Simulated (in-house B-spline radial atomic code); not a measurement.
Successive ionisation energies of indium; each step leads to the configuration of the next row (after the last: [Ne] 3s2 3p6). NIST's values go from ground level to ground level; the uncertainty of those that are theory runs from under 0.1 % in few-electron ions to several per cent in heavy many-electron ones. Computed with a B-spline radial code for spherical atoms: non-relativistic Hartree-Fock, average of the configuration, point nuclei.

This level leaves out relativity, spin-orbit splitting included, which matters for heavy ions.

```csv
ion,configuration,ionisation energy (eV),tabulated value (eV),computed minus tabulated (eV),highest orbital,largest mean radius (bohr)
In17+,[Ar] 3d10 4s2 4p2,452.2,462,-9.8,4p,0.79491
In18+,[Ar] 3d10 4s2 4p1,?,?,?,?,?
In19+,[Ar] 3d10 4s2,?,?,?,?,?
In20+,[Ar] 3d10 4s1,577.3,593.38,-16.1,4s,0.75614
In21+,[Ar] 3d10,1050.4,1043,7.4,3d,0.35456
In22+,[Ar] 3d9,1120.0,1109,11.0,3d,0.35174
In23+,[Ar] 3d8,1191.2,1181,10.2,3d,0.34893
In24+,[Ar] 3d7,1264.0,1255,9.0,3d,0.34615
In25+,[Ar] 3d6,1338.4,1328,10.4,3d,0.34338
In26+,[Ar] 3d5,?,?,?,?,?
In27+,[Ar] 3d4,1491.7,1496,-4.3,3d,0.33792
In28+,[Ar] 3d3,1570.7,1575,-4.3,3d,0.33523
In29+,[Ar] 3d2,1651.3,1659,-7.7,3d,0.33257
In30+,[Ar] 3d1,1733.4,1738,-4.6,3d,0.32993
```

Q: Fill in the row of In18+.

A: ionisation energy (eV): 481.3; tabulated value (eV): 497.1; computed minus tabulated (eV): -15.8; highest orbital: 4p; largest mean radius (bohr): 0.7857.

Q: Fill in the row of In19+.

A: ionisation energy (eV): 545.5; tabulated value (eV): 560; computed minus tabulated (eV): -14.5; highest orbital: 4s; largest mean radius (bohr): 0.7643.

Q: Fill in the row of In26+.

A: ionisation energy (eV): 1414.3; tabulated value (eV): 1413; computed minus tabulated (eV): 1.3; highest orbital: 3d; largest mean radius (bohr): 0.34064.

Q: Where is the largest jump?

A: From In20+ to In21+, by a factor of 1.82 (577.32 to 1050.4 eV); the highest orbital goes from 4s to 3d.
